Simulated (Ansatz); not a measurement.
Calculated with Ansatz (gas phase, PBE0-D4/def2-TZVP geometries, no zero-point term in ΔE). CCSD(T)/CBS is the MP2 limit (def2-TZVPP, def2-QZVPP) plus CCSD(T) − MP2 in def2-TZVPP, frozen cores. This one scheme is used for every species. DFT in def2-TZVPP. B3LYP here is the variant with VWN-RPA as its local correlation; programs differ in this. HSE06 is defined as in plane-wave codes. Each species was taken in one conformer, which may not be the lowest.

`C=CB(Cl)Cl` + CH₃SH → `CSB(Cl)Cl` + `C=C`  (ligand exchange at a B–C bond)

```
             level  ΔE (kJ/mol)  difference from CCSD(T)/CBS
         revPBE-D4        -56.7                         -4.1
           BLYP-D4        -53.1                         -0.5
         r2SCAN-D4        -55.1                         -2.5
           PBE0-D4        -53.5                         -0.9
          B3LYP-D4        -51.1                          1.5
        r2SCANh-D4        -54.3                         -1.7
        r2SCAN0-D4        -53.1                         -0.5
          HSE06-D4        -53.5                         -0.9
          BHLYP-D4        -48.4                          4.2
      CAM-B3LYP-D4        -48.7                          3.9
           ωB97X-V        -50.2                          2.4
           ωB97M-V        -50.7                          1.9
            B2PLYP        -50.2                          2.4
          PBE-QIDH        -52.6                          0.0
               PBE        -54.2                         -1.6
            revPBE        -53.0                         -0.4
              BLYP        -48.7                          3.9
            r2SCAN        -54.7                         -2.1
              PBE0        -51.7                          0.9
             B3LYP        -47.4                          5.2
           r2SCANh        -53.8                         -1.2
           r2SCAN0        -52.5                          0.1
             HSE06        -51.7                          0.9
             BHLYP        -44.6                          8.0
         CAM-B3LYP        -46.7                          5.9
           LC-ωPBE        -50.9                          1.7
RPA@PBE/def2-TZVPP        -47.7                          4.9
       HF/def2-SVP        -37.9                         14.7
      MP2/def2-SVP        -55.8                         -3.2
     CCSD/def2-SVP        -51.2                          1.4
  CCSD(T)/def2-SVP        -53.2                         -0.6
     HF/def2-TZVPP        -37.8                         14.8
    MP2/def2-TZVPP        -55.0                         -2.4
CCSD(T)/def2-TZVPP        -50.5                          2.1
     HF/def2-QZVPP        -37.1                         15.5
    MP2/def2-QZVPP        -56.0                         -3.4
SCS-MP2/def2-QZVPP        -51.9                          0.7
      HF/CBS(def2)        -37.0                         15.6
     MP2/CBS(def2)        -57.1                         -4.5
    CCSD/CBS(def2)        -49.7                          2.9
       CCSD(T)/CBS        -52.6                            0
```

Largest T1 diagnostic among the species: 0.012.

From BLYP to BHLYP (50 % exact exchange), in def2-TZVPP and without D4, ΔE moves by +4.1 kJ/mol. Leaving LDA and LC-ωPBE aside and taking each functional with its dispersion term where it has one, the values spread over 8.3 kJ/mol, from revPBE-D4 to BHLYP-D4. The D4 term adds −3.7 kJ/mol with B3LYP and −1.8 kJ/mol with PBE0; it sums over pairs of atoms, weighted by their polarisabilities, and B3LYP, whose exchange is more repulsive, gets the larger term.
